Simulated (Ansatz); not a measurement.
An input meant for Ge(NCO)Me3 (C₄H₉GeNO) (charge 0, singlet; atoms displaced at random, 0.08 Å in each coordinate).

```yaml
crystal:
  periodic: [true, true, true]
  atoms:
    - {symbol: Ge, position_ang: [0.076232, 0.041855, -0.062437]}
    - {symbol: N, position_ang: [0.027579, -0.016911, 1.609109]}
    - {symbol: C, position_ang: [-0.035712, -0.028470, 2.983898]}
    - {symbol: O, position_ang: [0.119566, -0.109835, 4.199031]}
    - {symbol: C, position_ang: [1.894181, 0.011786, -0.601814]}
    - {symbol: H, position_ang: [1.853843, -0.092898, -1.875608]}
    - {symbol: H, position_ang: [2.355952, -0.921723, -0.463200]}
    - {symbol: H, position_ang: [2.475950, 0.948898, -0.474526]}
    - {symbol: C, position_ang: [-0.862160, 1.608292, -0.703615]}
    - {symbol: H, position_ang: [-1.109879, 1.552869, -1.714880]}
    - {symbol: H, position_ang: [-0.295010, 2.478315, -0.288837]}
    - {symbol: H, position_ang: [-1.933504, 1.720327, -0.060396]}
    - {symbol: C, position_ang: [-0.862866, -1.729508, -0.665568]}
    - {symbol: H, position_ang: [-2.011686, -1.614087, -0.221518]}
    - {symbol: H, position_ang: [-0.393942, -2.455009, -0.190642]}
    - {symbol: H, position_ang: [-0.995353, -1.737312, -1.684154]}
basis:
  gaussian: {orbitals: def2-TZVP}
hamiltonian: {xc: {name: r2SCAN0}, dispersion: d3bjatm}
scf: {omitted_lower_state_checks: [starts]}
```

```sh
$ ansatz run in.yaml --threads 4 --pin off --events-out ev --progress --plain --max-ram 4787MiB
```

Predict how Ansatz answers.

The input was rejected before any iteration. The species is marked periodic without a cell.
```
Error: YAML parse error: error: line 2 column 3: crystal: missing field `lattice` (a structure is typed as `lattice` and `atoms`, a molecule's as `atoms` in Å alone, or read from a run's directory, `checkpoint`)
 --> <input>:2:3
1 | crystal:
2 |   periodic: [true, true, true]
3 |   atoms:
4 |     - {symbol: Ge, position_ang: [0.076232, 0.041855, -0.062437]}
```
